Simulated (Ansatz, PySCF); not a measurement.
C2H6ClNSi2, SMILES N#CC[Si@H]([SiH3])Cl.

Geometry: r2SCAN-D4/def2-SVP. The structure was generated by enumeration; whether it is a known compound was not checked. The values are those of a single conformer.

Vertical ionisation energy (IE) and electron affinity (EA) in eV. Rows of orbital energies are one-electron estimates. Where ΔSCF, EOM or ADC give a negative EA the extra electron is unbound and the value depends on the basis.

| level | IE | EA |
|---|---|---|
| −ε(HOMO), −ε(LUMO), PBE0/def2-TZVP (PySCF) | 8.48 | 0.85 |
| −ε(HOMO), −ε(LUMO), PBE/def2-TZVP (PySCF) | 7.30 | 1.73 |
| ΔSCF, PBE0/def2-SVPD (Ansatz), final states of multiplicity 2 and 2 | 10.32 | -0.59 |
| ΔSCF, PBE/def2-SVPD (Ansatz), final states of multiplicity 2 and 2 | … | … |

**Question.** Complete the blanks. (The exact figures need the calculation; the answer reports its results.)

**Answer.** 
- ΔSCF, PBE/def2-SVPD (Ansatz, a quantum-chemistry and plane-wave program), final states of multiplicity 2 and 2, IE: 9.90
- ΔSCF, PBE/def2-SVPD (Ansatz), final states of multiplicity 2 and 2, EA: -0.42

**Question.** What vertical singlet–triplet gap does ΔSCF give with PBE0/def2-SVPD (Ansatz) and with PBE/def2-SVPD (Ansatz)? (An estimate is asked for; the answer gives what the named calculation found.)

**Answer.** 5.68 and 5.29 eV (triplet above singlet where positive).
